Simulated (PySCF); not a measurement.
## Pd (palladium, neutral): UHF calculation

Configuration: [Kr] 4d9 5p1, one real determinant (an excited configuration). Calculation: PySCF 2.14, in x2c-QZVPPall; the spin-free X2C one-electron Hamiltonian (Gaussian nucleus).

| Property | Result |
| --- | --- |
| Total energy | -5042.697003 hartree |
| One-electron energy | -6953.4447 hartree |
| Hartree (Coulomb) energy | 2053.5888 hartree |
| Exchange energy | -142.8410 hartree |
| ⟨S²⟩ | 2.0023 |
| ⟨L²⟩ | 8.049 |
| Sum of ⟨r⟩ | 33.92 bohr |
| Sum of ⟨r²⟩ | 64.96 bohr² |
| Traceless quadrupole moment −½Σ⟨3z² − r²⟩ along its main axis | -11.3 e·bohr² |
| Langevin diamagnetic susceptibility | -51.4 ×10⁻⁶ cm³/mol |

| shell | electrons | mean orbital energy (eV) | spread (eV) | rms radius, mean of both spins (bohr) |
| --- | --- | --- | --- | --- |
| 1s α | 1 | -24480.5 | 0 | 0.0365 |
| 1s β | 1 | -24480.5 | 0 | 0.0365 |
| 2s α | 1 | -3662.9 | 0 | 0.150 |
| 2s β | 1 | -3662.6 | 0 | 0.150 |
| 2p α | 3 | -3279.0 | 0.332 | 0.133 |
| 2p β | 3 | -3278.7 | 0.042 | 0.133 |
| 3s α | 1 | -700.98 | 0 | 0.403 |
| 3s β | 1 | -700.82 | 0 | 0.403 |
| 3p α | 3 | -571.35 | 0.617 | 0.406 |
| 3p β | 3 | -571.15 | 0.404 | 0.406 |
| 3d α | 5 | -365.37 | 0.716 | 0.389 |
| 3d β | 5 | -364.94 | 1.072 | 0.389 |
| 4s α | 1 | -111.42 | 0 | 1.02 |
| 4s β | 1 | -109.64 | 0 | 1.02 |
| 4p α | 3 | -72.300 | 1.491 | 1.12 |
| 4p β | 3 | -70.041 | 1.348 | 1.12 |
| 4d α | 5 | -15.177 | 1.712 | 1.60 |
| 4d β | 4 | -14.168 | 0.891 | 1.60 |
| 5p α | 1 | -3.445 | 0 | 5.41 |

⟨L²⟩ = 8.05 against 12 for a pure F term, so this real determinant mixes terms.

Densities and radii are taken from the X2C orbitals without a picture-change correction, which distorts them close to the nucleus.

Spin-orbit constants ζ (cm⁻¹) from the X2C one-electron operator on these orbitals: bare nucleus, nucleus screened by l(l+1)(2l+1)/3 electrons, and screened by the Breit-Pauli mean field of the electrons.

| shell | bare | screened nucleus | mean field |
| --- | --- | --- | --- |
| 2p | 860000 | 822600 | n/a |
| 3p | 151900 | 145300 | n/a |
| 3d | 22240 | 17400 | n/a |
| 4p | 22540 | 21560 | n/a |
| 4d | 1912 | 1496 | n/a |
| 5p | 483.9 | 462.8 | n/a |

To first order the Landé constant is A = -421.5 cm⁻¹, so the lowest level has J = 4 and lies 0.157 eV below the centre of the term. This holds in LS coupling only.
